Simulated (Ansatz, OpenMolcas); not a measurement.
CH4ClFOSi (SMILES C[Si](O)(F)Cl): methods side by side

The species is CH4ClFOSi (9 atoms), meant as a singlet with charge 0. As SMILES, `C[Si](O)(F)Cl`. The shape is that of a PBE0-D4/def2-TZVP optimisation. This is one conformer, not always the lowest.

Quantity: the HOMO–LUMO gap, in eV. The values are calculated.

```csv
level,kind,program,value (eV),CPU time
HF/def2-SVP,Hartree–Fock,Ansatz,17.01,2.8 s
BLYP/def2-SVP,GGA,OpenMolcas,7.57,52 s
revPBE/def2-SVP,GGA,OpenMolcas,7.85,51 s
r2SCAN/def2-SVP,meta-GGA,OpenMolcas,9.02,64 s
B3LYP/def2-SVP,global hybrid,Ansatz,9.63,7.7 s
BHLYP/def2-SVP,global hybrid,Ansatz,12.45,8.7 s
CAM-B3LYP/def2-SVP,range-separated hybrid,Ansatz,12.59,8.6 s
B2PLYP/def2-SVP,double hybrid,OpenMolcas,12.72,37 s
```

The values span 7.57 to 17.01 eV. Orbital gaps aren't excitation energies, and those of double hybrids come from the SCF part alone; they tend to grow with the share of exact exchange. CPU times are rough (shared hosts, several kinds of processor and program).
